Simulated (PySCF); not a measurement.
PySCF input for Al(H)(OMe)(SH) (CH5AlOS), SMILES C[O][AlH][SH], PBE-D3(BJ)/def2-SVP. 

```python
import numpy as np
from pyscf import gto, scf, dft
from pyscf.geomopt import geometric_solver

mol = gto.M(
    atom='''
    Al   -0.08637562   -0.24488841    0.66822788
    H    -0.27336580   -0.92569462    2.01147543
    O    -0.01961242   -1.20229971   -0.66219049
    C     0.02987958   -2.06939759   -1.76237884
    H     0.07320247   -1.49245893   -2.68792380
    H     0.91619655   -2.70316299   -1.69298126
    H    -0.86065273   -2.70098694   -1.77469111
    S     0.08115543    1.93845014    0.58873562
    H    -0.05336248    2.02543387    1.90918523
    ''',
    basis='def2-SVP',
    charge=0,
    spin=0,
    max_memory=1600,
    verbose=3,
)
mf = dft.RKS(mol, xc='pbe').density_fit(auxbasis='def2-universal-jkfit')
mf.disp = 'd3bj'
mf.grids.level = 3
mf.conv_tol = 1e-9
mf.max_cycle = 100
mf.kernel()
grad = mf.nuc_grad_method()
grad.grid_response = mol.nao <= 150
conv, mol_eq = geometric_solver.kernel(grad, convergence_set='GAU_TIGHT', maxsteps=100)
print(mol_eq.tostring(format='xyz'))
mf.reset(mol_eq)
mf.kernel()
```

Log of the run:

```
[...]
4 H    -0.0000035264    -0.0000007625     0.0000045841
5 H    -0.0000051471     0.0000005521     0.0000063072
6 H     0.0000045164     0.0000006081     0.0000006237
7 S    -0.0000041822     0.0000086976    -0.0000213438
8 H    -0.0000029413    -0.0000091828     0.0000027508
----------------------------------------------
cycle 43: E = -756.300299953  dE = -1.64999e-08  norm(grad) = 6.89638e-05
Step   42 : Displace = 3.063e-04/4.971e-04 (rms/max) Trust = 3.000e-01 (=) Grad = 2.299e-05/5.521e-05 (rms/max) E (change) = -756.3002999526 (-1.650e-08) Quality = 1.560
Hessian Eigenvalues: 2.54403e-04 2.94315e-04 9.95477e-04 ... 3.49785e-01 4.05372e-01 4.49731e-01

Geometry optimization cycle 44
Cartesian coordinates (Angstrom)
 Atom        New coordinates             dX        dY        dZ
  Al  -0.086287  -0.577792   0.874215    0.001234  0.000813 -0.000007
   H  -0.204845  -1.075731   2.373750    0.001636  0.001908  0.000369
   O  -0.071855  -1.764002  -0.354098   -0.000950  0.000036  0.000718
   C   0.011277  -1.835998  -1.751382   -0.002118 -0.000853  0.000707
   H   0.091684  -0.836753  -2.240380   -0.000578 -0.001261  0.000123
   H   0.899697  -2.432470  -2.058973   -0.003487 -0.002720  0.000388
   H  -0.887436  -2.342821  -2.169879   -0.003379  0.000641  0.001596
   S   0.057736   1.547472   0.310364    0.003104  0.000220 -0.001828
   H  -0.002906   1.943090   1.613841    0.004537  0.001216 -0.002066
converged SCF energy = -756.30029999475
--------------- DFRKS_Scanner gradients ---------------
         x                y                z
0 Al     0.0000128644     0.0000020727     0.0000692008
1 H    -0.0000051821    -0.0000043107    -0.0000145570
2 O     0.0000010569     0.0000058564    -0.0000209476
3 C     0.0000069627    -0.0000043654    -0.0000165726
4 H    -0.0000051195    -0.0000011665     0.0000044495
5 H    -0.0000094063     0.0000006168     0.0000086244
6 H     0.0000065129     0.0000015676    -0.0000009733
7 S    -0.0000044568     0.0000149531    -0.0000311112
8 H    -0.0000032322    -0.0000152241     0.0000018870
----------------------------------------------
cycle 44: E = -756.300299995  dE = -4.2106e-08  norm(grad) = 8.80106e-05
Step   43 : Displace = 4.564e-04/7.521e-04 (rms/max) Trust = 3.000e-01 (=) Grad = 2.934e-05/7.042e-05 (rms/max) E (change) = -756.3002999947 (-4.211e-08) Quality = 1.614
Hessian Eigenvalues: 2.46347e-04 2.86889e-04 4.09293e-04 ... 3.54862e-01 3.87687e-01 4.35428e-01

Geometry optimization cycle 45
Cartesian coordinates (Angstrom)
 Atom        New coordinates             dX        dY        dZ
  Al  -0.083149  -0.576492   0.874199    0.003138  0.001300 -0.000017
   H  -0.200675  -1.072594   2.374409    0.004170  0.003138  0.000659
   O  -0.074454  -1.763924  -0.352988   -0.002599  0.000078  0.001110
   C   0.005624  -1.837331  -1.750375   -0.005653 -0.001333  0.001007
   H   0.089023  -0.838787  -2.240311   -0.002661 -0.002034  0.000069
   H   0.891056  -2.437572  -2.059231   -0.008642 -0.005102 -0.000259
   H  -0.895911  -2.340904  -2.166735   -0.008474  0.001917  0.003144
   S   0.066334   1.547695   0.307675    0.008598  0.000222 -0.002689
   H   0.009216   1.944905   1.610816    0.012122  0.001815 -0.003025
converged SCF energy = -756.300300083575
--------------- DFRKS_Scanner gradients ---------------
         x                y                z
0 Al     0.0000179246     0.0000022564     0.0000816838
1 H    -0.0000072491    -0.0000064774    -0.0000176623
2 O     0.0000003066     0.0000098619    -0.0000202384
3 C     0.0000086728    -0.0000045547    -0.0000165648
4 H    -0.0000064201     0.0000007750     0.0000040638
5 H    -0.0000111505    -0.0000007730     0.0000095479
6 H     0.0000052552     0.0000012365    -0.0000028169
7 S    -0.0000040434     0.0000185246    -0.0000340003
8 H    -0.0000032960    -0.0000208492    -0.0000040129
----------------------------------------------
cycle 45: E = -756.300300084  dE = -8.88257e-08  norm(grad) = 0.000102816
Step   44 : Displace = 5.348e-04/8.959e-04 (rms/max) Trust = 3.000e-01 (=) Grad = 3.427e-05/8.366e-05 (rms/max) E (change) = -756.3003000836 (-8.883e-08) Quality = 1.430
Hessian Eigenvalues: 2.09530e-04 2.82982e-04 3.21704e-04 ... 3.50662e-01 3.80708e-01 4.34850e-01

Geometry optimization cycle 46
Cartesian coordinates (Angstrom)
 Atom        New coordinates             dX        dY        dZ
  Al  -0.079677  -0.576618   0.874296    0.003472 -0.000126  0.000098
   H  -0.195633  -1.072771   2.374626    0.005042 -0.000177  0.000217
   O  -0.077300  -1.763727  -0.353203   -0.002846  0.000197 -0.000215
   C  -0.000723  -1.837046  -1.750778   -0.006346  0.000285 -0.000403
   H   0.085079  -0.838681  -2.240668   -0.003944  0.000106 -0.000357
   H   0.881874  -2.440319  -2.061844   -0.009181 -0.002747 -0.002612
   H  -0.904986  -2.337330  -2.165190   -0.009075  0.003575  0.001545
   S   0.075711   1.547310   0.308399    0.009377 -0.000385  0.000723
   H   0.022718   1.944176   1.611820    0.013502 -0.000728  0.001004
converged SCF energy = -756.300300164417
--------------- DFRKS_Scanner gradients ---------------
         x                y                z
0 Al     0.0000151751    -0.0000023096     0.0000625958
1 H    -0.0000058161    -0.0000046622    -0.0000147481
2 O     0.0000004309     0.0000088313    -0.0000166018
3 C     0.0000052910    -0.0000029436    -0.0000075885
4 H    -0.0000050046     0.0000014452     0.0000021875
5 H    -0.0000091119    -0.0000009029     0.0000076020
6 H     0.0000040089     0.0000008643    -0.0000026427
7 S    -0.0000025842     0.0000165505    -0.0000272541
8 H    -0.0000023892    -0.0000168729    -0.0000035500
----------------------------------------------
cycle 46: E = -756.300300164  dE = -8.08421e-08  norm(grad) = 7.99919e-05
Step   45 : Displace = 2.078e-04/2.919e-04 (rms/max) Trust = 3.000e-01 (=) Grad = 2.666e-05/6.445e-05 (rms/max) E (change) = -756.3003001644 (-8.084e-08) Quality = 1.400
Hessian Eigenvalues: 1.82948e-04 2.92745e-04 3.20334e-04 ... 3.48757e-01 3.79295e-01 4.34651e-01

Geometry optimization cycle 47
Cartesian coordinates (Angstrom)
 Atom        New coordinates             dX        dY        dZ
  Al  -0.077591  -0.577783   0.874425    0.002085 -0.001165  0.000129
   H  -0.192367  -1.075423   2.374394    0.003267 -0.002652 -0.000232
   O  -0.079066  -1.763537  -0.354345   -0.001765  0.000190 -0.001142
   C  -0.004698  -1.835654  -1.752095   -0.003975  0.001392 -0.001317
   H   0.081795  -0.836964  -2.241197   -0.003284  0.001717 -0.000530
   H   0.876588  -2.439862  -2.065096   -0.005287  0.000457 -0.003253
   H  -0.910301  -2.334275  -2.165586   -0.005316  0.003055 -0.000396
   S   0.081541   1.546625   0.311467    0.005830 -0.000685  0.003069
   H   0.031164   1.941868   1.615491    0.008445 -0.002308  0.003670
converged SCF energy = -756.300300206983
--------------- DFRKS_Scanner gradients ---------------
         x                y                z
0 Al     0.0000060017    -0.0000012383     0.0000178332
1 H    -0.0000019067    -0.0000024147    -0.0000035981
2 O     0.0000003029     0.0000037275    -0.0000071847
3 C     0.0000011633     0.0000000517     0.0000026921
4 H    -0.0000021453     0.0000005238     0.0000002911
5 H    -0.0000033567    -0.0000005971     0.0000019416
6 H     0.0000016447     0.0000001191    -0.0000009106
7 S    -0.0000011754     0.0000059886    -0.0000072035
8 H    -0.0000005284    -0.0000061605    -0.0000038611
----------------------------------------------
cycle 47: E = -756.300300207  dE = -4.25651e-08  norm(grad) = 2.48671e-05
Step   46 : Displace = 5.010e-04/7.401e-04 (rms/max) Trust = 3.000e-01 (=) Grad = 8.289e-06/1.886e-05 (rms/max) E (change) = -756.3003002070 (-4.257e-08) Quality = 1.205
Hessian Eigenvalues: 1.81488e-04 2.86818e-04 3.46940e-04 ... 3.48479e-01 3.79581e-01 4.35170e-01

Geometry optimization cycle 48
Cartesian coordinates (Angstrom)
 Atom        New coordinates             dX        dY        dZ
  Al  -0.077497  -0.579071   0.874579    0.000094 -0.001288  0.000154
   H  -0.191944  -1.078382   2.374034    0.000423 -0.002959 -0.000360
   O  -0.079049  -1.763489  -0.355470    0.000017  0.000048 -0.001125
   C  -0.004868  -1.834219  -1.753307   -0.000170  0.001435 -0.001212
   H   0.081006  -0.835014  -2.241463   -0.000790  0.001950 -0.000266
   H   0.876709  -2.437626  -2.067049    0.000122  0.002236 -0.001953
   H  -0.910273  -2.332941  -2.167108    0.000028  0.001334 -0.001522
   S   0.081603   1.546050   0.314361    0.000063 -0.000576  0.002893
   H   0.031378   1.939688   1.618882    0.000214 -0.002180  0.003392
converged SCF energy = -756.300300213687
--------------- DFRKS_Scanner gradients ---------------
         x                y                z
0 Al     0.0000004484    -0.0000017070    -0.0000010574
1 H     0.0000005714     0.0000000761    -0.0000000650
2 O     0.0000005864     0.0000008505    -0.0000009847
3 C    -0.0000003514     0.0000004058     0.0000031442
4 H    -0.0000005113    -0.0000001537    -0.0000003350
5 H    -0.0000002984     0.0000002654    -0.0000003565
6 H    -0.0000000003    -0.0000003849    -0.0000000723
7 S    -0.0000003276     0.0000006381    -0.0000004061
8 H    -0.0000001172     0.0000000096     0.0000001330
----------------------------------------------
cycle 48: E = -756.300300214  dE = -6.70479e-09  norm(grad) = 4.28119e-06
Step   47 : Displace = 3.558e-04/5.653e-04 (rms/max) Trust = 3.000e-01 (=) Grad = 1.427e-06/3.190e-06 (rms/max) E (change) = -756.3003002137 (-6.705e-09) Quality = 0.883
Hessian Eigenvalues: 2.00445e-04 2.76557e-04 3.29201e-04 ... 3.48451e-01 3.79632e-01 4.34653e-01

Geometry optimization cycle 49
Cartesian coordinates (Angstrom)
 Atom        New coordinates             dX        dY        dZ
  Al  -0.077769  -0.579023   0.874561   -0.000271  0.000048 -0.000018
   H  -0.192326  -1.078275   2.374027   -0.000383  0.000107 -0.000007
   O  -0.078859  -1.763512  -0.355424    0.000190 -0.000023  0.000046
   C  -0.004408  -1.834286  -1.753248    0.000460 -0.000067  0.000059
   H   0.081328  -0.835081  -2.241429    0.000322 -0.000067  0.000035
   H   0.877365  -2.437506  -2.066802    0.000656  0.000120  0.000247
   H  -0.909626  -2.333231  -2.167189    0.000648 -0.000290 -0.000081
   S   0.080926   1.546099   0.314237   -0.000677  0.000049 -0.000124
   H   0.030434   1.939812   1.618725   -0.000944  0.000123 -0.000157
converged SCF energy = -756.300300214075
--------------- DFRKS_Scanner gradients ---------------
         x                y                z
0 Al     0.0000001016    -0.0000023322    -0.0000011921
1 H     0.0000006781     0.0000001906    -0.0000000633
2 O     0.0000006645     0.0000010740    -0.0000005191
3 C    -0.0000005969    -0.0000000207     0.0000026214
4 H    -0.0000004805    -0.0000001253    -0.0000002232
5 H    -0.0000001764     0.0000003338    -0.0000003899
6 H     0.0000002715    -0.0000001632     0.0000000663
7 S    -0.0000003193     0.0000007293    -0.0000009064
8 H    -0.0000001427     0.0000003137     0.0000006064
----------------------------------------------
cycle 49: E = -756.300300214  dE = -3.87331e-10  norm(grad) = 4.37049e-06
Step   48 : Displace = 1.972e-05/2.816e-05 (rms/max) Trust = 3.000e-01 (=) Grad = 1.457e-06/2.689e-06 (rms/max) E (change) = -756.3003002141 (-3.873e-10) Quality = 1.586
Hessian Eigenvalues: 2.00445e-04 2.76557e-04 3.29201e-04 ... 3.48451e-01 3.79632e-01 4.34653e-01
Converged! =D

9
XYZ from PySCF
Al         -0.07776885       -0.57902305        0.87456081
H          -0.19232634       -1.07827534        2.37402688
O          -0.07885882       -1.76351238       -0.35542355
C          -0.00440770       -1.83428631       -1.75324763
H           0.08132762       -0.83508135       -2.24142854
H           0.87736516       -2.43750599       -2.06680196
H          -0.90962577       -2.33323113       -2.16718934
S           0.08092593        1.54609857        0.31423673
H           0.03043375        1.93981181        1.61872525
converged SCF energy = -756.300300214111
```

Self-consistency was reached.
